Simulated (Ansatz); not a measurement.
A structure relaxed at PBE0-D4/def2-TZVP, charge 0, multiplicity 1:

```xyz
9

O    -0.4669    1.6716   -0.0381
C     0.7323    1.5699   -0.0798
S     1.6229    0.0554   -0.0272
Si   -0.1405   -1.1767    0.2994
O    -1.2307   -1.0505   -0.9084
H     1.3954    2.4471   -0.1661
H    -0.6844   -0.7879    1.6199
H     0.3773   -2.5604    0.2963
H    -1.6055   -0.1686   -0.9961
```

Q: Give its formula and SMILES.

A: CH4O2SSi, `O=CS[SiH2]O`.

Q: Summarise the bond lengths by kind.

A: 1 × C–O 1.204 Å; 1 × C–S 1.758 Å; 1 × C–H 1.103 Å; 1 × S–Si 2.176 Å; 1 × O–Si 1.632 Å; 2 × H–Si 1.477 to 1.480 Å; 1 × H–O 0.962 Å.

Computed with Ansatz.
